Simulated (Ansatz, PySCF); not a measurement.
CH3F3OSi. Atoms are numbered in the order given.

```xyz
9

O     -2.2716     0.3486    -0.0307
C     -1.3381    -0.7069     0.1441
Si     0.4078    -0.0729    -0.0235
F      0.8188     0.2844    -1.5334
F      1.5024    -1.1077     0.5388
F      0.5243     1.2858     0.8367
H     -2.1203     1.0066     0.6617
H     -1.4592    -1.2402     1.1097
H     -1.5373    -1.4552    -0.6407
```
Charge 0, spin multiplicity 1.

The structure is a stationary point at B3LYP-D3(BJ)/def2-SVP. The values are those of a single conformer.

Vertical ionisation energy (IE) and electron affinity (EA) in eV. Rows of orbital energies are one-electron estimates. Where ΔSCF, EOM or ADC give a negative EA the extra electron is unbound and the value depends on the basis.

```csv
level,IE,EA
"−ε(HOMO), −ε(LUMO), ωB97X/def2-TZVP (PySCF)",10.89,-2.42
"−ε(HOMO), −ε(LUMO), PBE/def2-TZVP (PySCF)",6.75,0.70
"ΔSCF, CAM-B3LYP/def2-SVPD (Ansatz), final states of multiplicity 2 and 2",11.26,-1.20
"ΔSCF, PBE/def2-SVPD (Ansatz), final states of multiplicity 2 and 2",10.75,-0.94
```

**Question.** What vertical singlet–triplet gap does ΔSCF give with CAM-B3LYP/def2-SVPD (Ansatz, a first-principles code) and with PBE/def2-SVPD (Ansatz)? (An estimate is asked for; the answer gives what the named calculation found.)

**Answer.** 6.67 and 6.10 eV (triplet above singlet where positive).
